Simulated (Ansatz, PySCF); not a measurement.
Process, species as SMILES: NB(F)F -> N[B]F + F atom (the B-F bond at the site shown breaks; other sites are not compared here)
Each molecule is optimised on its own at B3LYP-D3(BJ)/def2-TZVP (Ansatz, a first-principles code), one conformer each, not searched for the lowest. Frequencies are from Ansatz or PySCF.

Property: bond dissociation energy (0 K, with B3LYP-D3(BJ) harmonic zero-point energies), in kcal/mol. Valence correlation only, unless marked. UHF or UKS for open shells. Spin-orbit coupling is left out. Non-relativistic. CBS marks a two-point X^-3 extrapolation of the correlation energy; Hartree-Fock from the larger set. [CCSD(T)-MP2]/basis is that difference in the basis named.

| level | program | bond dissociation energy (kcal/mol) | minus last row |
|---|---|---|---|
| HF/cc-pVTZ | Ansatz | 129.9 | -40.8 |
| HF/cc-pwCVTZ | Ansatz | 130.1 | -40.6 |
| HF/cc-pVQZ | Ansatz | 129.7 | -41.0 |
| PBE-D3(BJ)/def2-TZVPD | Ansatz + dftd3 | 167.4 | -3.3 |
| BLYP-D4/def2-TZVPD | Ansatz + dftd4 | 165.3 | -5.4 |
| revPBE/def2-TZVPD | Ansatz | 159.9 | -10.8 |
| r2SCAN-D4/def2-TZVPD | Ansatz + dftd4 | 164.4 | -6.3 |
| B97M-V/def2-TZVPD | Ansatz | 168.3 | -2.4 |
| HSE06-D3(BJ)/def2-TZVPD | Ansatz + dftd3 | 164.2 | -6.5 |
| CAM-B3LYP/def2-TZVPD | Ansatz | 167.9 | -2.8 |
| LC-wPBE-D4/def2-TZVPD | Ansatz + dftd4 | 166.7 | -4.0 |
| B2GP-PLYP-D3(BJ)/def2-TZVPD | Ansatz + dftd3 | 167.3 | -3.4 |
| B2GP-PLYP/def2-TZVPD | Ansatz | 167.2 | -3.5 |
| B2PLYP/def2-TZVPD | Ansatz | 166.7 | -4.0 |
| RPA@PBE/cc-pVQZ | Ansatz | 157.9 | -12.8 |
| MP2/cc-pwCVTZ | Ansatz | 174.4 | 3.7 |
| CCSD/6-31G* | Ansatz | 163.9 | -6.8 |
| CCSD/cc-pwCVTZ | Ansatz | 165.4 | -5.3 |
| CCSD(T)/6-31G* | Ansatz | 165.0 | -5.7 |
| RI-MP2/CBS(cc-pVTZ,cc-pVQZ)+[CCSD(T)-MP2]/cc-pVDZ | Ansatz | 171.2 | 0.5 |
| RI-MP2/CBS(cc-pVTZ,cc-pVQZ)+[CCSD(T)-MP2]/cc-pVTZ | Ansatz | 170.7 | 0.0 |
